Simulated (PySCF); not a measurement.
Computed spectra and the visible range. Vertical TDDFT excitations of isolated species (PySCF; the level stands beside each; core orbitals frozen in the response), one conformer each, no solvent.

1. `[C-]#[N+]C(F)(F)F`
2. `C(COC)C(C)=S`
3. `O=[S@@]1CC[C@@H]1F`
4. `CO[C@@H](C)C(C)=S`
5. `CO[C@@]1(F)CS1`
6. `CO[C@H]1OC=C1Cl`

Question: For which of them does the calculation put a singlet between 380 and 750 nm?

Answer: 2 and 4.

1. (B3LYP/def2-SVPD on a GFN2-xTB geometry) 163 nm (f 0.113 summed over 2 states); 150 nm (f 0.000); 146 nm (f 0.000 summed over 2 states); 133 nm (f 0.012); 121 nm (f 0.008 summed over 2 states).
2. (B3LYP/def2-SVPD on a GFN2-xTB geometry) 488 nm (f 0.000); 264 nm (f 0.007); 223 nm (f 0.045); 221 nm (f 0.237); 206 nm (f 0.016). S1 lies in the visible range (380 to 750 nm), at 488 nm, dark in the vertical dipole picture (f under 0.0005); light of that wavelength is green-blue to blue-green, and its complementary colour is orange to red; a Tamm–Dancoff triplet lies at 588 nm, without intensity as long as spin–orbit coupling is left out.
3. (CAM-B3LYP/def2-SVPD on a GFN2-xTB geometry) 240 nm (f 0.026); 223 nm (f 0.005); 193 nm (f 0.043); 190 nm (f 0.025); 188 nm (f 0.009).
4. (CAM-B3LYP/def2-SVPD on a GFN2-xTB geometry) 498 nm (f 0.000); 238 nm (f 0.000); 220 nm (f 0.231); 201 nm (f 0.065); 199 nm (f 0.036). S1 lies in the visible range (380 to 750 nm), at 498 nm, dark in the vertical dipole picture (f under 0.0005); light of that wavelength is blue-green to green, and its complementary colour is red to purple; a Tamm–Dancoff triplet lies at 608 nm, without intensity as long as spin–orbit coupling is left out.
5. (CAM-B3LYP/def2-SVPD on a GFN2-xTB geometry) 253 nm (f 0.000); 193 nm (f 0.021); 179 nm (f 0.052); 175 nm (f 0.030); 167 nm (f 0.045).
6. (CAM-B3LYP/def2-SVPD on a GFN2-xTB geometry) 218 nm (f 0.124); 197 nm (f 0.000); 189 nm (f 0.012); 181 nm (f 0.003); 172 nm (f 0.014).
